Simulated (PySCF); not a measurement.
**[CeH2]2+ at several levels of theory**

Computed with PySCF 2.14.0 (density fitting, no spin-orbit coupling) at the geometry relaxed with PBE0:

```xyz
3
[CeH2]2+ (singlet)
Ce    0.0000    0.0000    0.5721
H     1.8673    0.0000    0.5725
H    -1.8673    0.0000    0.5725
```

```json
{"level": "PBE0", "basis": "Ce def2-SVP with ECP28, H def2-SVP", "state": "singlet", "HOMO (eV)": "-19.36", "gap (eV)": "4.16", "charge on Ce1 (e)": "1.78", "population of f-type functions on Ce1 (core shells left out)": "1.27", "dipole about the centre of mass (D)": "0.00", "largest force component (eV/Å)": "0.00"}
{"level": "TPSSh", "basis": "the same", "state": "singlet", "HOMO (eV)": "-18.68", "gap (eV)": "2.00", "charge on Ce1 (e)": "1.81", "population of f-type functions on Ce1 (core shells left out)": "1.27", "dipole about the centre of mass (D)": "0.00", "largest force component (eV/Å)": "0.19"}
{"level": "PBE0", "basis": "Ce def2-TZVP with ECP28, H def2-TZVP", "state": "singlet", "HOMO (eV)": "-19.36", "gap (eV)": "4.15", "charge on Ce1 (e)": "1.68", "population of f-type functions on Ce1 (core shells left out)": "1.29", "dipole about the centre of mass (D)": "0.00", "largest force component (eV/Å)": "0.01"}
```

Charges are Mulliken's, which hang on the basis. The relaxation used the grid (50, 194), these runs (75, 302) or, all-electron (x2c bases, spin-free X2C Hamiltonian), (99, 590).

Question: What does TPSS with Ce def2-SVP with ECP28, H def2-SVP give here?

Answer: state singlet, HOMO (eV) -18.16, gap (eV) 0.33, charge on Ce1 (e) 1.82, population of f-type functions on Ce1 (core shells left out) 1.28, dipole about the centre of mass (D) 0.00, largest force component (eV/Å) 0.34. Time: 3 s on 2 threads of AMD EPYC 9R45 96-Core Processor (Zen 5) (shared host), from an already converged density.

In the first row's basis the gap widens with exact exchange: 0.3 eV for TPSS (none); 2.0 to 4.2 eV for TPSSh, PBE0 (a fixed share).

No other spin state of this charge was computed.

Small gap, closed shell not tested for a spin-broken solution: TPSSh, TPSS.
